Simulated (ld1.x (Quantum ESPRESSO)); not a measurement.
What one change does to a pseudopotential (P, ultrasoft)

ld1.x (Quantum ESPRESSO) 7.5 input, shortened:

```
&input
   title='P', zed=15., rel=1, dft='PW91', iswitch=3,
   config='[Ne] 3s2 3p2.5'
 /
 &inputp
   pseudotype=3, tm=.true., lloc=-1, rcloc=1.05,
   nlcc=.false.,
   which_augfun='PSQ', rmatch_augfun=1.25
 /
4
3S  1  0   2.00   0.00  1.20  1.40  0.0
3S  1  0   0.00  -0.75  1.20  1.40  0.0
3P  2  1   2.50   0.00  1.70  2.10  0.0
3P  2  1   0.00   4.10  1.70  2.10  0.0
 &test
   configts(1)='3s2 3p2.5'
 /
```

Change: functional PBE.

Cutoffs: the cutoffs (Ry, on a coarse ladder) from which the occupation-weighted sum of valence levels, in a spherical-Bessel basis at the reference potential, stays within 10 and 1 mRy of its value at 400 Ry; they do not see the model core or the augmentation charge, which bear on the density cutoff. Errors are all-electron minus pseudo energies relative to the spin-unpolarised reference configuration.

**Question.** How do hardness, ghosts and transferability respond?

**Answer.** The potential gets neither clearly harder nor softer (18 Ry and 40 Ry → 18 Ry and 35 Ry); both files keep a bound ghost (s); of the 7 tests that both files solve, the error grows in 0 and shrinks in 4 by more than 15 % and 0.3 meV (median size 2.7 → 2.0 meV).

```tsv
quantity	base	changed
cutoff, loose	18 Ry	18 Ry
cutoff, tight	40 Ry	35 Ry
loose cutoff by channel (10 mRy a level)	s 15 Ry, p 10 Ry	s 12 Ry, p 10 Ry
bound ghosts	s	s
error for 3s2 3p3, meV [ΔE -3.80 → -3.77 eV]	+0.3	+0.3
error for 3s2 3p2, meV [ΔE 5.98 → 5.95 eV]	-0.1	-0.3
error for 3s2 3p1, meV [ΔE 25.19 → 25.10 eV]	+2.7	-2.0
error for 3s2 3p0, meV [ΔE 55.01 → 54.84 eV]	+18	-2.1
error for 3s2 3p3.3, meV [ΔE -5.12 → -5.08 eV]	+0.7	+0.4
error for 3s1 3p4, meV [ΔE 4.74 → 4.76 eV]	+5.4	+3.6
error for 3s1 3p0, meV [ΔE 107.10 → 106.85 eV]	+113	+75
s: phases at 2.31 bohr within 0.05 rad from the reference energy up to (Ry; the scan ends near 5)	to the end of the scan	to the end of the scan
p: phases at 2.31 bohr within 0.05 rad from the reference energy up to (Ry; the scan ends near 5)	to the end of the scan	to the end of the scan
lowest overlap eigenvalue by channel	s 0.50, p 0.34	s 0.50, p 0.33
```

 A true bound ghost makes a file unfit for plane-wave use even where its test errors are small: the radial tests pick states by their node count and pass the ghost by.
